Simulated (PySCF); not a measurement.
SMILES [NH2][Al]([OH])[Br] at its CAM-B3LYP/def2-SVP optimised geometry (Å):

```
7

Al    -0.2825    -0.1683     0.0000
Br    -1.3896     1.7950     0.0000
O     -1.1050    -1.6416     0.0009
H     -2.0512    -1.7950    -0.0090
N      1.4691    -0.1683     0.0000
H      2.0382    -1.0076    -0.0020
H      2.0512     0.6612     0.0020
```

Computed with CAM-B3LYP/def2-TZVP (PySCF 2.14.0).

Map of the electron localisation function on the plane z = 1.0 Å:

```
|000000000000000000000000000|
|000000000000000000000000000|
|000000000111000000000000000|
|000000123333210000000000000|
|000001346666531000000000000|
|000013578888752000000000000|
|000025789999863000000000000|
|000136899999862000000000000|
|000147999999851000000000000|
|000147899998740000122100000|
|000136788888620012344200000|
|000024567787411355555200000|
|000001223453114888764100000|
|000000000110006999863100000|
|000000000110006999863100000|
|000000002454103887754100000|
|000000013687301355554200000|
|000000124788510012344200000|
|000001234788620000122100000|
|000001224677620000000000000|
|000000012466520000000000000|
|000000001244310000000000000|
|000000000122100000000000000|
|000000000000000000000000000|
|000000000000000000000000000|
|000000000000000000000000000|
|000000000000000000000000000|
```
Scale: ten equal steps from 0.000 (start of '0') to 0.867 (end of '9'), in the order '0123456789'; x runs from -4.50 to 4.50, y from -4.50 (bottom) to 4.50 (top).
